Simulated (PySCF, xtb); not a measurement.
Si(Cl)3(OH) (Cl3HOSi), SMILES O[Si](Cl)(Cl)Cl.

GFN2-xTB in xtb at its own geometry gives an orbital gap of 7.29 eV and a dipole moment of 2.20 D.

Coordinates come from a PBE0-D3(BJ)/def2-SVP optimisation. The values are those of a single conformer.

Q: What does PBE/def2-TZVP in PySCF give? (Estimate from the structure and the level; the computed values follow.)

A: gap 6.67 eV (levels -7.89 and -1.22 eV), dipole 1.60 D.
